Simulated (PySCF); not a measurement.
## Bonding in `O=CN[C@@]12C=C[C@H]3[C@@H]1[C@H]32`

C7H7NO.
Numbering: `[O:1]=[CH:2][NH:3][C@@:4]12[CH:5]=[CH:6][C@H:7]3[C@@H:8]1[C@@H:9]23` (hydrogens: H10 on C2; H11 on N3; H12 on C5; H13 on C6; H14 on C7; H15 on C8; H16 on C9)

Geometry (GFN2-xTB, Å), atoms numbered from 1 in this order:
```xyz
16
C7H7NO angstrom
O      1.791   -1.230   -1.846
C      2.243   -0.960   -0.764
N      1.597   -0.335    0.242
C      0.240    0.087    0.216
C     -0.163    1.377    0.852
C     -1.478    1.460    0.674
C     -1.862    0.225   -0.064
C     -0.698   -0.212   -0.934
C     -0.924   -0.896    0.334
H      3.284   -1.206   -0.476
H      2.082   -0.179    1.113
H      0.516    2.053    1.333
H     -2.163    2.227    0.975
H     -2.880    0.025   -0.356
H     -0.563   -0.511   -1.950
H     -1.030   -1.916    0.639
```

Bond orders from the PBE0/pcSseg-1 density (PySCF). Geometry: GFN2-xTB, one conformer, isolated molecule.

Problem. Where do the orders between heavy atoms depart from those drawn in the SMILES?

Solution. The largest departure is 0.211, at C8–C9 (drawn single, 0.789). Drawn single, order above 1.12: C2–N3 (1.187). Drawn single, order below 0.88: N3–C4 (0.871), C7–C8 (0.877) and C8–C9 (0.789).

Problem. Give the Mayer order of every bond between heavy atoms, beside its length.

Solution. 
| bond | drawn as | length (Å) | Mayer order |
| --- | --- | --- | --- |
| O1–C2 | double | 1.203 | 1.910 |
| C2–N3 | single | 1.349 | 1.187 |
| N3–C4 | single | 1.422 | 0.871 |
| C4–C5 | single | 1.494 | 0.980 |
| C5–C6 | double | 1.330 | 1.826 |
| C6–C7 | single | 1.488 | 0.976 |
| C7–C8 | single | 1.517 | 0.877 |
| C8–C9 | single | 1.458 | 0.789 |
| C8–C4 | single | 1.514 | 0.911 |
| C9–C4 | single | 1.529 | 0.889 |
| C9–C7 | single | 1.515 | 0.904 |

By pair of heavy elements: C–N: lowest N3–C4 (0.871, 1.422 Å), highest C2–N3 (1.187, 1.349 Å). C–C: lowest C8–C9 (0.789, 1.458 Å), highest C5–C6 (1.826, 1.330 Å); in 6 of the 28 pairs the longer bond (by over 0.003 Å) has the higher order (by 0.02 or more).

Problem. And the bonds to hydrogen?

Solution. C–H: 0.94 to 0.99 (6 bonds); H–N: 0.93 (1 bond).

Problem. Sum the orders of all bonds at each heavy atom with more than one neighbour and set the sums beside the valence in the SMILES.

Solution. C2 4.034 (drawn 4), N3 2.984 (drawn 3), C4 3.651 (drawn 4), C5 3.793 (drawn 4), C6 3.782 (drawn 4), C7 3.730 (drawn 4), C8 3.571 (drawn 4), C9 3.577 (drawn 4). Orders between atoms that aren't bonded are not in these sums.

The Mayer order sums products of elements of PS (density times overlap matrix) between the two atoms' basis functions, so it depends on the basis set.
